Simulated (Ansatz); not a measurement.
`OC/C=C/Br` + H₂ → `C=CCO` + HBr  (hydrogenolysis of a C–Br bond)

Gas-phase electronic energies from Ansatz, PBE0-D4/def2-TZVP geometries. CBS: MP2 limit from def2 TZ/QZ plus the TZ coupled-cluster correction, frozen cores. This one scheme is used for every species. Functionals use def2-TZVPP. B3LYP here is the variant with VWN-RPA as its local correlation; programs differ in this. For Br outer-core shells are correlated without core-valence functions, which leaves a few kJ/mol of doubt a bond. Scalar relativity is left out up to krypton. Each species was taken in one conformer, which may not be the lowest.

Q: Is it downhill or uphill in electronic energy at CCSD(T)/CBS, and by how much? (Estimate.)

A: The calculation gave: Downhill: ΔE = -0.74 eV.

Q: What do these levels give: BLYP-D4, PBE0-D4, r2SCAN0-D4, CAM-B3LYP-D4, PBE-QIDH, B3LYP, r2SCAN0, RPA@PBE/def2-TZVPP, MP2/def2-TZVPP, SCS-MP2/def2-TZVPP, CCSD(T)/def2-TZVPP, MP2/def2-QZVPP? (Best estimate.)

A: Computed: BLYP-D4 -0.64, PBE0-D4 -0.72, r2SCAN0-D4 -0.74, CAM-B3LYP-D4 -0.79, PBE-QIDH -0.74, B3LYP -0.80, r2SCAN0 -0.76, RPA@PBE/def2-TZVPP -0.73, MP2/def2-TZVPP -0.65, SCS-MP2/def2-TZVPP -0.70, CCSD(T)/def2-TZVPP -0.74, MP2/def2-QZVPP -0.65 eV.

Q: What do rigid-rotor, harmonic-oscillator terms from PBE0-D4/def2-TZVP frequencies (298.15 K, 1 bar) make of the CCSD(T)/CBS value? (An estimate is asked.)

A: The calculation gave: ΔZPE = +0.15 eV, ΔH = -0.62 eV, ΔS = 24 J/(mol·K), ΔG = -0.70 eV.

Largest T1 diagnostic among the species: 0.011.

Leaving LDA and LC-ωPBE aside and taking each functional with its dispersion term where it has one, the values, not all of them listed here, spread over 0.23 eV, from BHLYP-D4 to revPBE-D4. From BLYP to BHLYP (50 % exact exchange), in def2-TZVPP and without D4, ΔE moves by −0.14 eV. The D4 term adds +0.08 eV with B3LYP and +0.04 eV with PBE0; it sums over pairs of atoms, weighted by their polarisabilities, and B3LYP, whose exchange is more repulsive, gets the larger term.
